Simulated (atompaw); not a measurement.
## Scattering properties, PAW (atompaw) potential for boron (B)

| Quantity | Value |
| --- | --- |
| Element | boron (B) |
| Generator | atompaw 4.2.0.5 |
| Type | PAW |
| Functional | PBE |
| Relativity | scalar-relativistic |
| Frozen core | [He] |
| Valence charge | 3 |
| Reference configuration | 2s1.75 2p1.25 |
| Partial waves | 2s (bound): rc 3.00 bohr; 2s channel at -0.3 Ry: rc 3.00 bohr; 2p (bound): rc 3.00 bohr; 2p channel at 0.65 Ry: rc 3.00 bohr |
| Local potential | troulliermartins scheme with l = 2 at 0 Ry, radius 2.00 bohr |
| Core correction | smooth core density matched at 2.45 bohr |
| Augmentation charge | sinc compensation charge, radius 2.95 bohr; PAW radius 3.00 bohr; waves and projectors: custom polynom vanderbiltortho |

The phase is arctan(r·u′/u) with u = r·R(r), unwrapped; energies in Ry, scanned from -3 to 5 Ry. A pole is an energy at which the radial function vanishes at the test radius. The pseudo phase is shifted by a multiple of π to meet the all-electron one at the reference energy, and phase errors are pseudo minus all-electron; the curves can meet again beyond the range given. Levels narrower than the energy grid can be missing from the lists of poles.

```json
{"channel": "s", "radius (bohr)": "3.02", "reference energy (Ry)": "-0.70", "poles, all-electron": "-0.40, 3.72", "poles, pseudo": "-0.40, 3.53", "unbroken range about the reference energy with phases within 0.05 rad": "below 4.5", "phase error 1 Ry above the reference energy (rad)": "-0.000"}
{"channel": "p", "radius (bohr)": "3.02", "reference energy (Ry)": "-0.27", "poles, all-electron": "0.08, 3.52", "poles, pseudo": "0.08, 3.59", "unbroken range about the reference energy with phases within 0.05 rad": "the whole range", "phase error 1 Ry above the reference energy (rad)": "+0.000"}
```

Phases in the s channel:

```
E (Ry)  all-electron  pseudo
 -3.00         1.359   1.359
 -2.76         1.347   1.347
 -2.52         1.333   1.333
 -2.28         1.315   1.315
 -2.04         1.292   1.292
 -1.80         1.259   1.259
 -1.56         1.210   1.210
 -1.32         1.120   1.120
 -1.08         0.891   0.891
 -0.84        -0.220  -0.220
 -0.60        -1.355  -1.355
 -0.36        -1.597  -1.597
 -0.12        -1.705  -1.705
  0.12        -1.783  -1.783
  0.36        -1.859  -1.860
  0.60        -1.954  -1.955
  0.84        -2.096  -2.098
  1.08        -2.352  -2.359
  1.32        -2.875  -2.897
  1.56        -3.623  -3.655
  1.80        -4.099  -4.123
  2.04        -4.330  -4.347
  2.28        -4.455  -4.470
  2.52        -4.534  -4.548
  2.76        -4.588  -4.602
  3.00        -4.629  -4.643
  3.24        -4.661  -4.677
  3.48        -4.689  -4.707
  3.72        -4.712  -4.734
  3.96        -4.734  -4.761
  4.20        -4.756  -4.790
  4.44        -4.777  -4.823
  4.68        -4.800  -4.864
  4.92        -4.824  -4.922
```
